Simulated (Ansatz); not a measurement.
One geometry of Pt(PH3)2 (P₂PtH₆), several levels of theory.

```yaml
crystal:
  periodic: [false, false, false]
  atoms:
    - {symbol: Pt, position_ang: [0.002402, 0.006171, 0.000039]}
    - {symbol: P, position_ang: [-0.000417, -0.013644, 2.240514]}
    - {symbol: H, position_ang: [0.805739, -0.952681, 2.940673]}
    - {symbol: H, position_ang: [-1.212362, -0.254519, 2.944119]}
    - {symbol: H, position_ang: [0.401286, 1.143937, 2.962103]}
    - {symbol: P, position_ang: [0.001421, 0.016193, -2.240496]}
    - {symbol: H, position_ang: [1.187835, 0.350611, -2.949440]}
    - {symbol: H, position_ang: [-0.880809, 0.880154, -2.945641]}
    - {symbol: H, position_ang: [-0.305105, -1.176212, -2.951873]}
basis:
  gaussian: {orbitals: def2-TZVP, initial_orbitals: start.molden}
hamiltonian: {xc: r2scan, dispersion: d4}
scf: {omitted_lower_state_checks: [starts]}
output: {orbitals: {seedname: orbitals}}
```

The file start.molden holds the orbitals of an earlier run on this structure, at another level or in another basis.

```sh
$ ansatz run in.yaml --threads 4 --pin off --events-out ev --progress --plain --max-ram 3916MiB
```

It prints (some lines left out):

```
Functional definition: r2SCAN
1200 factors; their error is unknown
mean field evaluation 1: about -21925.1805 eV, gradient 7.5e0 eV
mean field evaluation 2: about -21925.2347 eV, gradient 8.8e-2 eV
mean field evaluation 4: about -21925.2197 eV, gradient 1.6e-4 eV
mean field -21925.21974132 eV, -805.7369640456 hartree, gradient 8.1e-6 eV, S^2 0.000000; 0 other end points of the search recorded, 0 dependent functions left out
reference -21925.21975571 eV, -805.7369645746 hartree; 27, 27 occupied and 123, 123 virtual orbitals, 1200 factors
Total energy: -21925.27031306 eV, -805.7388225231 hartree
Checks for a lower state left out: starts
```

Hardware: 4 threads of AMD EPYC 7B13 on a shared host. Wall time 1.9 s.

The first input with `hamiltonian: {xc: pbe0, dispersion: d4}`, `output: {forces: true, orbitals: {seedname: orbitals}}` (abridged; 1.9 s):

```
Functional definition: PBE0
mean field -21917.82348209 eV, -805.4651565324 hartree, gradient 1.5e-5 eV, S^2 0.000000
Total energy: -21918.01104864 eV, -805.4720494759 hartree
Atom 0 force    -0.000484    -0.001497     0.000045 eV/Å
Atom 1 force    -0.000497    -0.000634    -0.088109 eV/Å
Atom 2 force    -0.109317     0.126801    -0.090761 eV/Å
Atom 3 force     0.163800     0.033423    -0.091108 eV/Å
Atom 4 force    -0.053593    -0.156401    -0.094746 eV/Å
Atom 5 force    -0.000543    -0.001792     0.088024 eV/Å
Atom 6 force    -0.160441    -0.044327     0.092800 eV/Å
Atom 7 force     0.118923    -0.116914     0.092045 eV/Å
Atom 8 force     0.042153     0.161343     0.091810 eV/Å
Dipole moment:    -0.000847    -0.002176    -0.000008 e Å
Checks for a lower state left out: starts
```

The first input with `hamiltonian: {xc: {name: r2SCAN0}, dispersion: d4}` (abridged; 2.2 s):

```
Functional definition: r2SCAN0
mean field -21923.13301499 eV, -805.6602782677 hartree, gradient 8.1e-5 eV, S^2 0.000000
Total energy: -21923.19512106 eV, -805.6625606235 hartree
Checks for a lower state left out: starts
```

As the first input, with `hamiltonian: {xc: hse06, dispersion: d4}` (abridged; 1.4 s):

```
Functional definition: HSE06
mean field -21917.41594130 eV, -805.4501796848 hartree, gradient 3.9e-5 eV, S^2 0.000000
Total energy: -21917.59375533 eV, -805.4567142299 hartree
Checks for a lower state left out: starts
```

The first input with `hamiltonian: {xc: hf}` (abridged; 0.8 s):

```
Functional definition: HF
mean field -21862.83792103 eV, -803.4444744341 hartree, gradient 1.0e-5 eV, S^2 0.000000
Total energy: -21862.83792103 eV, -803.4444744341 hartree
Checks for a lower state left out: starts
```

As the first input, with `hamiltonian: {xc: {name: BHLYP}, dispersion: d4}` (abridged; 1.4 s):

```
Functional definition: BHLYP
mean field -21920.66104526 eV, -805.5694350557 hartree, gradient 1.2e-5 eV, S^2 0.000000
Total energy: -21920.98190641 eV, -805.5812264854 hartree
Checks for a lower state left out: starts
```

The first input with `hamiltonian: {xc: pbe, dispersion: d4}` (abridged; 1 s):

```
Functional definition: PBE
mean field -21917.63019911 eV, -805.4580535141 hartree, gradient 1.4e-5 eV, S^2 0.000000
Total energy: -21917.85034700 eV, -805.4661437996 hartree
Checks for a lower state left out: starts
```

Geometry: PBE0-D4/def2-SVP.

In the def2 sets Pt takes a core potential; there is no spin–orbit coupling. HSE06 is defined as in plane-wave codes, on full-range PBE exchange.
